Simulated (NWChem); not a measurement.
CAgClO; SMILES [O+]#[C-]->[Ag][Cl]

def2 effective core potentials on Ag; no spin-orbit coupling.

Task: Give the equilibrium geometry at PBE-D3(BJ)/def2-SVP with def2 effective core potentials on Ag (NWChem) as an XYZ file, with the point group.

Result: point group C*v; any orientation.
```
4

Ag    -0.0020     0.0154     0.0000
Cl     0.0027    -2.2518     0.0000
O      0.0042     3.1305     0.0000
C     -0.0004     1.9857     0.0000
```
